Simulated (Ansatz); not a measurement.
`[SiH3]O[CH2][ZnH]` and `[SiH3]OCCCl` differ in one atom or group.

Ansatz, PBE0-D4/def2-TZVP geometries, multiplicity 1. Each molecule was computed in one conformer, which needn't be the lowest.

Scalar relativity is left out up to krypton.

```
                                          property  `[SiH3]O[CH2][ZnH]`
                HOMO energy (PBE0/def2-TZVPP) / eV                -7.18
    size of the dipole moment (PBE/def2-TZVPP) / D                 1.08
               LUMO energy (B3LYP/def2-TZVPP) / eV                -0.91
size of the dipole moment (ωB97M-V/def2-TZVPP) / D                 1.18
               HOMO–LUMO gap (PBE/def2-TZVPP) / eV                 4.57
           HOMO–LUMO gap (ωB97M-V/def2-TZVPP) / eV                10.16
```

**Question.** What does the change do to each property? (Estimate.)

**Answer.** The calculation gave: 
```
                                          property  `[SiH3]OCCCl`  shift
                HOMO energy (PBE0/def2-TZVPP) / eV          -8.46  -1.28
    size of the dipole moment (PBE/def2-TZVPP) / D           1.09   0.01
               LUMO energy (B3LYP/def2-TZVPP) / eV          -0.25   0.66
size of the dipole moment (ωB97M-V/def2-TZVPP) / D           1.13  -0.05
               HOMO–LUMO gap (PBE/def2-TZVPP) / eV           5.98   1.41
           HOMO–LUMO gap (ωB97M-V/def2-TZVPP) / eV          12.49   2.33
```

With PBE0 the HOMO falls by 1.28 eV and the LUMO rises by 0.61 eV, so the gap widens by about 1.89 eV. PBE moves the HOMO by -0.94 eV and ωB97M-V by -1.39 eV. Dipoles are sizes alone; their direction can turn.

B3LYP here is the variant with VWN-RPA as its local correlation; programs differ in this.
